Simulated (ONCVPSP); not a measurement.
**Configuration tests for scandium (ONCV)**

```
Element                 : scandium
Generator               : ONCVPSP 4.0.1
Type                    : optimised norm-conserving Vanderbilt (ONCV)
Functional              : Wu-Cohen
Relativity              : scalar-relativistic
Frozen core             : [Ne]
Valence charge          : 11
Reference configuration : 3s2 3p6 3d1 4s2
Partial waves           : 3s+4s: rc 1.60 bohr, ncon 4, nbas 9, qcut 7.5 1/bohr, 2 projectors; 3p: rc 1.35 bohr, ncon 3, nbas 6, qcut 8.5 1/bohr, 2 projectors, debl 1.5 Ha; 3d: rc 2.00 bohr, ncon 5, nbas 10, qcut 7.2 1/bohr, 2 projectors, debl 1.8 Ha
Local potential         : polynomial inside 1.05 bohr (lpopt 2, dvloc0 3 Ha)
Core correction         : polynomial model core, fcfact 0.5
```

Energies are relative to the spin-unpolarised reference configuration 3s2 3p6 3d1 4s2; without spin polarisation the order of configurations can differ from experiment. Not all tests gave a result: 1 of 4 tests not solved or not reliable.

```tsv
valence configuration	charge	ΔE all-electron (eV)	error AE − PS (meV)
3s2 3p6 3d1 4s1	+1	6.904	-0.3
3s2 3p6 3d1 4s0	+2	19.491	-1.7
3s2 3p6 3d1 4s0 4p2	0	5.686	-0.3
```
